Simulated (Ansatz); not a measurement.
Ge₁₈NH₂₈, a doped nanocrystal cut from the lattice of germanium (N on a surface site). The state is a doublet with charge 0. Geometry r2SCAN-D4/def2-SVP; atoms count from 1.

```xyz
47

Ge    3.5577    0.9106    2.0397
Ge    1.5073   -0.7826    4.9079
Ge    2.5097   -2.8927    1.5960
Ge    0.7169   -0.0576   -0.6005
Ge   -1.3379   -2.2410    2.1430
Ge    0.0454    0.6167   -5.8442
Ge   -2.2518   -0.9914   -3.0207
N     0.1435    1.5156    2.3727
Ge   -2.7972    1.0164    0.4949
Ge   -1.0457    2.7796   -2.6968
Ge    3.1851   -1.1915    3.1905
Ge    1.4515    1.5733    1.0376
Ge    0.6922    2.4137   -4.3483
Ge   -0.7943   -1.1654    4.2497
Ge    0.4527   -2.2144    0.4934
Ge   -1.4186    0.7029   -1.4885
Ge   -3.3766   -1.1770    1.3537
Ge   -0.5026   -1.4198   -4.6459
Ge   -1.5385    2.2898    2.1419
H     4.0637    1.9786    3.0312
H     4.6062    0.7597    0.9208
H     1.6500    0.7001    5.3282
H     1.8263   -1.6147    6.1679
H     3.6347   -3.0908    0.5596
H     2.2911   -4.2349    2.3238
H     1.7686   -0.1940   -1.7247
H    -1.6569   -3.7281    2.4400
H     1.1659    0.3471   -6.8681
H    -1.2029    1.0679   -6.6283
H    -2.5982   -2.2790   -2.2481
H    -3.5286   -0.5012   -3.7316
H     0.5227    1.7662    3.2890
H    -4.0678    1.8197    0.1358
H    -0.6456    3.8963   -1.7123
H    -2.3483    3.2113   -3.3997
H     4.4940   -1.6290    3.8876
H     1.5243    2.9890    0.4010
H     1.9961    2.0359   -3.6209
H     0.9611    3.6977   -5.1582
H    -1.5191   -1.9475    5.3820
H     0.0912   -3.2585   -0.5905
H    -4.0516   -2.0064    0.2430
H    -4.3719   -1.0505    2.5257
H     0.7437   -1.9283   -3.8972
H    -0.9305   -2.5146   -5.6433
H    -1.4085    3.7642    1.6819
H    -2.2086    2.2582    3.5292
```

Single mean-field runs in def2-TZVP are fitted with def2-universal-jkfit.

Estimate the Mulliken populations of the heavy atoms from the PBE0/def2-TZVP orbitals of Ansatz.


```json
{"atom": "Ge1", "charge (e)": "-0.01", "spin (α − β)": "0.00"}
{"atom": "Ge2", "charge (e)": "-0.06", "spin (α − β)": "0.00"}
{"atom": "Ge3", "charge (e)": "0.04", "spin (α − β)": "0.00"}
{"atom": "Ge4", "charge (e)": "-0.11", "spin (α − β)": "0.00"}
{"atom": "Ge5", "charge (e)": "-0.08", "spin (α − β)": "-0.01"}
{"atom": "Ge6", "charge (e)": "-0.04", "spin (α − β)": "0.00"}
{"atom": "Ge7", "charge (e)": "0.03", "spin (α − β)": "0.00"}
{"atom": "N8", "charge (e)": "-0.58", "spin (α − β)": "0.00"}
{"atom": "Ge9", "charge (e)": "0.00", "spin (α − β)": "0.00"}
{"atom": "Ge10", "charge (e)": "0.04", "spin (α − β)": "0.00"}
{"atom": "Ge11", "charge (e)": "-0.11", "spin (α − β)": "0.01"}
{"atom": "Ge12", "charge (e)": "0.20", "spin (α − β)": "0.00"}
{"atom": "Ge13", "charge (e)": "-0.06", "spin (α − β)": "0.00"}
{"atom": "Ge14", "charge (e)": "-0.01", "spin (α − β)": "0.91"}
{"atom": "Ge15", "charge (e)": "-0.05", "spin (α − β)": "0.01"}
{"atom": "Ge16", "charge (e)": "-0.32", "spin (α − β)": "0.00"}
{"atom": "Ge17", "charge (e)": "0.01", "spin (α − β)": "0.00"}
{"atom": "Ge18", "charge (e)": "-0.06", "spin (α − β)": "0.00"}
{"atom": "Ge19", "charge (e)": "0.17", "spin (α − β)": "0.00"}
```
Mulliken values depend strongly on the basis.

Where does the spin sit?

Summed by element: Ge 0.94, N 0.00, H 0.06, of 1 unpaired in all. Largest on single atoms: Ge14 0.91, H27 0.02, Ge11 0.01.

And the Mayer bond orders between heavy atoms (over 0.3)?

Ge1–Ge11 0.87 (2.43 Å); Ge1–Ge12 0.86 (2.42 Å); Ge2–Ge11 0.85 (2.44 Å); Ge2–Ge14 0.90 (2.42 Å); Ge3–Ge11 0.86 (2.43 Å); Ge3–Ge15 0.86 (2.43 Å); Ge4–Ge12 0.85 (2.43 Å); Ge4–Ge15 0.87 (2.43 Å); Ge4–Ge16 0.87 (2.43 Å); Ge5–Ge14 0.88 (2.43 Å); Ge5–Ge15 0.85 (2.43 Å); Ge5–Ge17 0.86 (2.43 Å); Ge6–Ge13 0.87 (2.43 Å); Ge6–Ge18 0.87 (2.43 Å); Ge7–Ge16 0.86 (2.43 Å); Ge7–Ge18 0.87 (2.43 Å); N8–Ge12 0.93 (1.87 Å); N8–Ge19 0.93 (1.87 Å); Ge9–Ge16 0.85 (2.44 Å); Ge9–Ge17 0.87 (2.43 Å); Ge9–Ge19 0.86 (2.43 Å); Ge10–Ge13 0.87 (2.43 Å); Ge10–Ge16 0.87 (2.43 Å).
